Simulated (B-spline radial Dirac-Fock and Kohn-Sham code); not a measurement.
Energy-loss ionisation edge M4 of Br

System: atomic bromine, configuration [Ar] 3d10 4s2 4p5. Model: the first Born approximation with generalised oscillator strengths from a Dirac-Hartree-Slater potential (longitudinal and transverse terms; continuum final states only, so no white lines or fine structure). Program: a radial B-spline solver. The edge is taken at 70.00 eV (tabulated value).

Input file task.json (cfg lists n, l and occupation; rrms is the nuclear radius in fm):

```json
{"items": [{
  "Z": 35,
  "q": 0,
  "cfg": [[1, 0, 2], [2, 0, 2], [2, 1, 6], [3, 0, 2], [3, 1, 6], [3, 2, 10], [4, 0, 2], [4, 1, 5]],
  "A": 79,
  "rrms": 4.1629,
  "do": "eels",
  "beams": [[60, 5], [60, 20], [80, 20], [80, 50], [100, 5], [100, 20], [100, 50], [120, 5], [120, 10], [120, 20], [120, 100], [200, 10], [300, 5], [300, 10]],
  "edges": {"M4": 70.0}
}]}
```

Run with: `python xray2_run.py task.json out`

Partial cross sections σ(β, Δ) in barn, integrated over a window Δ above the edge and up to the collection semi-angle β, for parallel illumination:

```tsv
E₀ (kV)	β (mrad)	Δ = 25 eV	Δ = 50 eV	Δ = 100 eV	Δ = 200 eV	Δ = 300 eV
60	5	6290	20100	45500	67100	72700
60	20	11300	34800	82500	130000	146000
80	20	9710	29700	70600	112000	127000
80	50	11400	33400	79100	130000	150000
100	5	5250	17000	39500	59900	65700
100	20	8660	26300	62800	101000	114000
100	50	9860	28900	68600	113000	130000
120	5	4930	16000	37400	57200	63100
120	10	?	?	?	?	?
120	20	7900	23900	57100	92100	104000
120	100	8830	25900	61600	102000	118000
200	10	5300	16700	40000	63800	71700
300	5	3870	12600	30100	47500	53100
300	10	4750	14800	35600	57300	64800
```

Task: Give the row for 120 kV and 10 mrad.

Result: 6390 b for 25 eV, 20300 b for 50 eV, 48400 b for 100 eV, 76000 b for 200 eV, 84800 b for 300 eV.

Values without a named source are computed, but for edge energies of neutral atoms, which are taken from tables.
